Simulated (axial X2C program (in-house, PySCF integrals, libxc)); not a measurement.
**Nuclear properties of NSeN**

Calculated with an in-house all-electron X2C program for linear molecules (integrals from PySCF): two-component X2C with atomic mean-field Coulomb and Gaunt terms, Gaussian nuclei, basis N dyall-av3z, Se dyall-v3z with contracted cores.

N–Se–N held linear, with bonds 1.613 and 1.613 Å (near the PBE0 minimum at charge 0 of the determinant lowest at the starting distance; the state shown can have its own minimum elsewhere, held linear; other orders of the atoms were not compared).

Determinant lowest in the PBE0 search, Ω = 0 (closed shell), highest spinor 85% N p, 14% Se d:

| level | qzz N (a.u.) | qzz Se (a.u.) |
| --- | --- | --- |
| PBE0 | 0.90 | -1.72 |
| HF | 0.90 | -4.65 |
| BHandHLYP | 0.93 | -2.69 |

qzz is the electric field gradient, eQq0 = 234.96 MHz × Q/barn × qzz. The operators were transformed with the bare-nucleus X2C matrices; with these basis sets, hyperfine constants and field gradients can be off by tens of per cent, and where levels differ in sign neither size nor sign is settled.

Q: With Q(14N) = 0.02044 barn (Q from Pyykkö, Mol. Phys. 2018), turn the PBE0 values of the first state into constants in MHz.

A: eQq0(14N) = 234.96 × (0.02044) × (0.90) = 4.32 MHz.

The molecule was held linear; bending was not examined, so a bent shape may lie lower.

Each state is one determinant with collinear spin. The search compared states at one distance, so a state with another bond length can lie lower. Further determinants of the search, some of them spin-mixed, are not shown. Where a field gradient or hyperfine factor spreads by more than a factor of two over the levels, a constant derived from it is not to be relied on.
